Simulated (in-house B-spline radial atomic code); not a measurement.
Configurations of Ho, with energies counted from [Xe] 4f11 6s2. Level of theory: scalar-relativistic (X2C) OLYP, spin-polarised, spherical fractional occupations, Fermi nucleus of rms radius 5.2022 fm; calculated with a B-spline radial code for spherical atoms. Shells without spins written out take the highest spin.

Occupations are held fixed; configurations that lie above the ionisation limit could autoionise.

```json
{"configuration": "[Xe] 4f11 5d1 6s1", "E - E(ref) (eV)": "2.2571", "highest orbital": "5d up", "its <r> (bohr)": "3.944"}
{"configuration": "[Xe] 4f11 5f1 6s1", "E - E(ref) (eV)": "4.9086", "highest orbital": "5f up", "its <r> (bohr)": "17.22"}
{"configuration": "[Xe] 4f(6 up, 4 down) 6s2 6p(1 up, 0 down)", "E - E(ref) (eV)": "7.3896", "highest orbital": "6p up", "its <r> (bohr)": "4.9"}
{"configuration": "[Kr] 4d10 4f12 5s2 5p5 6s2", "E - E(ref) (eV)": "23.981", "highest orbital": "4f down", "its <r> (bohr)": "0.9293"}
{"configuration": "[Kr] 4d10 4f(7 up, 4 down) 5s2 5p(3 up, 2 down) 6s2 7s(0 up, 1 down)", "E - E(ref) (eV)": "28.267", "highest orbital": "7s down", "its <r> (bohr)": "9.458"}
{"configuration": "[Kr] 4d10 4f(4 up, 7 down) 5s2 5p(2 up, 3 down) 5f(1 up, 0 down) 6s2", "E - E(ref) (eV)": "29.623", "highest orbital": "5f up", "its <r> (bohr)": "17.02"}
{"configuration": "[Kr] 4d(5 up, 4 down) 4f(4 up, 7 down) 5s2 5p6 6s2 7p(1 up, 0 down)", "E - E(ref) (eV)": "166.93", "highest orbital": "7p up", "its <r> (bohr)": "11.9"}
```

**Question.** Order these further configurations by energy, lowest first.
A. [Kr] 4d9 4f11 5s2 5p6 6s2 7d1
B. [Xe] 4f10 5d1 6s2
C. [Kr] 4d10 4f11 5s2 5p5 6s2 6f1
D. [Xe] 4f11 6s1 6f1
E. [Xe] 4f10 6s2 7d1

**Answer.** B (3.1954 eV), D (5.137 eV), E (7.9611 eV), C (29.846 eV), A (164.7 eV).

**Question.** How far above the reference does [Xe] 4f(6 up, 5 down) 6s2 lie?

**Answer.** 1.6236 eV; its least bound orbital is 4f down with <r> = 0.8546 bohr.

**Question.** How far above the reference does [Kr] 4d9 4f11 5s2 5p6 6s2 6f1 lie?

**Answer.** 165.02 eV; its least bound orbital is 6f up with <r> = 27.7 bohr.
